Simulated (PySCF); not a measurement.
A GIAO shielding run with PySCF 2.14.0 with density-fitted response routines (density fitting, non-relativistic, gas phase) on `InChI=1S/C5H12F2N2Si/c1-9-2-3-10(9,8)4-5(6)7/h5H,2-4,8H2,1H3/t10-/m1/s1`:

```
$ OMP_NUM_THREADS=1 python probes_run.py task.json out

{"job": {"kind": "nmr", "xc": "PBE0", "basis": "pcSseg-1"}, "charge": 0, "multiplicity": 1}
C     -1.564595     1.275218     1.129222
N     -1.074800     0.095482     0.474550
C     -1.834747    -1.145597     0.506881
C     -0.901670    -1.970107    -0.383378
Si     0.150377    -0.401340    -0.634089
N      0.281493     0.147657    -2.257591
C      1.933930    -0.304448     0.033270
C      2.251669     1.100052     0.450841
F      2.055014     1.983102    -0.568563
F      3.562155     1.245122     0.793599
H     -2.553906     1.554009     0.747712
H     -1.651216     1.112662     2.209476
H     -0.880886     2.101258     0.947628
H     -2.837163    -1.016849     0.083830
H     -1.935279    -1.532338     1.525503
H     -1.385654    -2.347404    -1.275635
H     -0.445401    -2.805014     0.135064
H      0.960053     0.847603    -2.508864
H     -0.518099     0.179744    -2.868323
H      2.639859    -0.601019    -0.738891
H      2.085432    -0.949239     0.894260
H      1.653024     1.450832     1.302649
```

Hardware: 1 thread of an Arm Neoverse N1, shared host. The job also computes population analyses, field gradients, ring-centre shieldings.

Problem. How large is the calculation?

Solution. 88 electrons, 237 basis functions and 1242 auxiliary functions.

Problem. How long does it take, and how much memory does it need?

Solution. 110 s of wall time, with 14 SCF cycles and 4 response iterations; peak memory 1.1 GiB. Times on a shared host scatter by some tens of per cent.
